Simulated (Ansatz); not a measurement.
A nudged elastic band was laid between two geometries of C2H8FNSi2 (14 atoms, charge 0, multiplicity 1).

All numbers below come from Ansatz 0.2.0, RKS r2SCAN-D4/STO-3G.

```
movable images  : 5
climbing image  : yes
spring          : 5.0 eV/Å²
optimiser       : quadratic models (default)
start path      : IDPP
force threshold : 0.05 eV/Å
iteration limit : 33
end points      : relaxed
```

First end point:

```xyz
14
Properties=species:S:1:pos:R:3
N -0.404 -1.216 2.066
C -0.019 -0.935 0.836
C -0.475 -1.946 -0.273
F -0.485 -1.302 -1.525
Si 0.986 0.529 0.170
Si -0.293 2.059 -0.887
H 0.001 -0.436 2.692
H -1.482 -2.358 -0.020
H 0.243 -2.808 -0.293
H 2.025 0.016 -0.699
H 1.628 1.127 1.323
H 0.475 3.258 -1.141
H -0.783 1.559 -2.150
H -1.429 2.422 -0.069
```

Last end point:

```xyz
14
Properties=species:S:1:pos:R:3
N -0.596 -1.228 1.996
C -0.141 -0.916 0.796
C -0.659 -1.839 -0.363
F -1.539 -2.826 0.093
Si 1.034 0.486 0.296
Si -0.008 2.069 -0.927
H -0.155 -0.515 2.677
H 0.233 -2.301 -0.866
H -1.154 -1.190 -1.135
H 2.134 -0.093 -0.449
H 1.565 1.037 1.526
H 0.905 3.145 -1.247
H -0.503 1.514 -2.166
H -1.128 2.627 -0.202
```

(1) Which bonds break or form, and what moves?

(2) Give the energies along the band, and the barrier.

(3) What is the geometry of the highest image?

(4) What are the harmonic wavenumbers there?

## Answers

(1) No bond is made or broken. The dihedral Si5–C2–C3–F4 goes from -22 to -179°.

(2) The forces met the threshold. The highest image is number 4 of 0 to 6, 0.119 eV above the first end and 0.064 eV above the last; the last end lies 0.055 eV above the first. A vibrational analysis at the climbing image gives one clearly imaginary mode, 66i cm⁻¹: a first-order saddle point. Limits of this set-up: minimal basis.

```json
{"image": "0", "path coordinate (Å)": "0.00", "energy (eV)": "0.000", "dihedral Si5–C2–C3–F4 (°)": "-22"}
{"image": "1", "path coordinate (Å)": "0.87", "energy (eV)": "0.011", "dihedral Si5–C2–C3–F4 (°)": "-47"}
{"image": "2", "path coordinate (Å)": "1.75", "energy (eV)": "0.041", "dihedral Si5–C2–C3–F4 (°)": "-72"}
{"image": "3", "path coordinate (Å)": "2.62", "energy (eV)": "0.096", "dihedral Si5–C2–C3–F4 (°)": "-98"}
{"image": "4", "path coordinate (Å)": "3.50", "energy (eV)": "0.119", "dihedral Si5–C2–C3–F4 (°)": "-126"}
{"image": "5", "path coordinate (Å)": "4.40", "energy (eV)": "0.080", "dihedral Si5–C2–C3–F4 (°)": "-154"}
{"image": "6", "path coordinate (Å)": "5.30", "energy (eV)": "0.055", "dihedral Si5–C2–C3–F4 (°)": "-179"}
```

(3) 
```xyz
14
Properties=species:S:1:pos:R:3
N -1.112 -0.918 1.912
C -0.394 -0.816 0.808
C -0.842 -1.798 -0.342
F -2.215 -1.677 -0.620
Si 1.047 0.359 0.445
Si 0.462 1.960 -1.034
H -0.714 -0.186 2.600
H -0.604 -2.846 -0.024
H -0.241 -1.587 -1.263
H 2.155 -0.427 -0.060
H 1.444 0.937 1.712
H 1.564 2.872 -1.250
H 0.102 1.377 -2.307
H -0.666 2.721 -0.547
```

(4) 66i, 42, 77, 101, 221, 266, 389, 467, 486, 560, 626, 674, 755, 833, 888, 952, 1031, 1044, 1096, 1108, 1129, 1130, 1191, 1317, 1434, 1513, 1654, 1689, 2641, 2650, 2681, 2704, 2709, 3191, 3289, 3398 cm⁻¹.

The run took 3.2 min on 1 thread of Arm Neoverse V2 (shared host), peak memory 0.13 GiB.
